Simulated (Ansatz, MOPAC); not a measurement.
Molecule: AlBr, net charge 0, singlet state. SMILES: [Al][Br]

Atoms: Al1, Br2. Bonds: Al1-Br2.

Bond lengths (Å) and angles (degrees) optimised at AM1 with MOPAC; PM6 with MOPAC; HF/STO-3G with Ansatz (a quantum-chemistry and plane-wave program), each started from the B3LYP-D3(BJ)/def2-TZVP structure (Ansatz) of the last column. A row stands for all coordinates that are equal there.

| coordinate | AM1 | PM6 | HF/STO-3G | B3LYP-D3(BJ)/def2-TZVP |
|---|---|---|---|---|
| Al1-Br2 | 2.264 | 2.291 | 2.278 | 2.336 |

Mean signed difference of all 1 bond lengths from B3LYP-D3(BJ)/def2-TZVP: AM1 -0.072 Å, PM6 -0.045 Å, HF/STO-3G -0.059 Å.
